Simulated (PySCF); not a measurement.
How methods differ on the excitation energy of C⁺

C⁺ [He] 2s2 2p1 (2P) → C⁺ [He] 2s2 3d1 (2D), as a difference of total energies. Calculation: PySCF 2.14, in aug-cc-pwCVDZ (5s4p2d, 27 functions); no relativity, point nucleus. Correlated levels: valence: 1s2 frozen; valence and next inner shell: nothing frozen. The calculations carry no spin-orbit coupling.

Q: Order these methods by the excitation energy they give, lowest first.
A. PBE0
B. LDA
C. B2PLYP
D. SCS-MP2 (valence and next inner shell)

A: C (18.893 eV), B (19.241 eV), A (19.360 eV), D (19.583 eV).

Errors of the correlated levels include the incompleteness of this basis and the frozen core.

The promoted electron is Rydberg-like, and one or two diffuse shells describe it only roughly, which tends to raise the upper state.

For comparison: 18.041 eV (measured; NIST levels, between the centres of gravity of the two terms).
